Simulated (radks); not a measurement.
The numbers below are computed, except where a source is named.
Fe I, 26 electrons, occupied as [Ar] 3d6 4s2. Level of theory: scalar-relativistic Kohn-Sham, PBE, spin-polarised, spherical densities, point nucleus; open shells are filled with parallel spins first; hard spherical wall at 2.5 bohr (a radial shooting solver on a logarithmic mesh with Libxc functionals).

Radial electron density D(r) = 4 pi r^2 rho(r):

r (bohr),D(r) (e/bohr),spin D(r)
0.004289,2.418,-0.000113
0.004797,2.934,-0.000137
0.005366,3.549,-0.000166
0.006002,4.278,-0.000200
0.006713,5.136,-0.000241
0.007569,6.218,-0.000291
0.008466,7.395,-0.000346
0.009469,8.746,-0.000410
0.01059,10.28,-0.000482
0.01194,12.13,-0.000569
0.01336,14.05,-0.000660
0.01494,16.13,-0.000760
0.01671,18.34,-0.000867
0.01869,20.63,-0.000981
0.02107,23.10,-0.00111
0.02357,25.32,-0.00123
0.02637,27.36,-0.00135
0.02949,29.10,-0.00147
0.03325,30.49,-0.00160
0.03719,31.25,-0.00172
0.0416,31.41,-0.00182
0.04653,30.96,-0.00191
0.05204,29.97,-0.00195
0.05868,28.46,-0.00184
0.06563,26.89,-0.00145
0.07341,25.47,-0.000490
0.08211,24.52,0.00157
0.09258,24.34,0.00599
0.1035,25.14,0.0137
0.1158,26.84,0.0272
0.1295,29.21,0.0496
0.1449,31.77,0.0854
0.1634,34.05,0.146
0.1827,35.07,0.230
0.2044,34.55,0.350
0.2286,32.32,0.515
0.2578,28.32,0.751
0.2883,23.74,1.03
0.3225,19.24,1.37
0.3607,15.68,1.77
0.4034,13.67,2.20
0.4549,13.35,2.69
0.5088,14.36,3.11
0.5691,15.86,3.46
0.6365,17.03,3.70
0.7177,17.23,3.80
0.8028,16.24,3.73
0.8979,14.35,3.52
1.004,12.04,3.19
1.123,9.820,2.79
1.267,7.890,2.29
1.417,6.543,1.81
1.585,5.388,1.31
1.772,4.077,0.837
1.998,2.328,0.396
2.235,0.7384,0.110

D(r) has 3 maxima, at r = 0.0406, 0.187, 0.690 bohr, and minima at 0.0889, 0.437 bohr, inside which lie 2.11, 10.64 electrons.
